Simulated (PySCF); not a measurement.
**How methods differ on the excitation energy of Sn(2+)**

Sn(2+) [Kr] 4d10 5s2 (1S) → Sn(2+) [Kr] 4d9 5s2 5p1 (high-spin determinant), as a difference of total energies. Computed with PySCF 2.14 in aug-cc-pwCVDZ-PP with ECP28MDF (6s5p4d1f, 48 functions), with scalar relativity through the core potential. Correlated levels: valence and next inner shell: nothing frozen outside the core potential. The calculations carry no spin-orbit coupling.

```
                                method  excitation energy (cm⁻¹)
                                   UHF                    210470
                                   LDA                    214470
                                   PBE                    213510
                                  PBE0                    214230
                                r2SCAN                    214140
                                  TPSS                    212240
                                 B3LYP                    213660
                               LC-wPBE                    211440
                                 B97-3                    215810
    MP2 (valence and next inner shell)                    217030
SCS-MP2 (valence and next inner shell)                    216270
```

The determinant of the upper state mixes LS terms, which raises its energy above the lowest term, most at the Hartree-Fock and MP2 levels.
